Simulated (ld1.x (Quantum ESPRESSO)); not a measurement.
## Si: excitation energies, all-electron against TM

```
Element                 : silicon (Si)
Generator               : ld1.x (Quantum ESPRESSO) 7.5
Type                    : norm-conserving Troullier–Martins (Kleinman–Bylander form)
Functional              : PBE
Relativity              : scalar-relativistic
Frozen core             : [Ne]
Valence charge          : 4
Reference configuration : 3s2 3p2
Partial waves           : 3p (bound): rc 1.60 bohr; 3d channel at 0.2 Ry: rc 1.60 bohr; 3s (bound): rc 1.70 bohr
Local potential         : the s channel
Core correction         : Bessel-smoothed model core inside 1.45 bohr
```

Energies are relative to the spin-unpolarised reference configuration 3s2 3p2; without spin polarisation the order of configurations can differ from experiment.

(1) Give the all-electron excitation energy and the error of the potential for: 3s2 3p1; 3s2 3p0; 3s1 3p0; 3s0 3p4; 3s2 3p1.5; 3s1 3p2; 3s1 3p3.

Levels in the configuration 3s1 3p3:

```tsv
level	all-electron (eV)	pseudo (eV)
3s	-11.562	-11.553
3p	-4.669	-4.665
```

Answers

(1)

| valence configuration | charge | ΔE all-electron (eV) | error AE − PS (meV) |
| --- | --- | --- | --- |
| 3s2 3p1 | +1 | 7.740 | +2.6 |
| 3s2 3p0 | +2 | 23.733 | +16 |
| 3s1 3p0 | +3 | 57.704 | +83 |
| 3s0 3p4 | 0 | 13.778 | +10 |
| 3s2 3p1.5 | +0.5 | 2.921 | +0.4 |
| 3s1 3p2 | +1 | 15.171 | +10 |
| 3s1 3p3 | 0 | 6.814 | +2.1 |
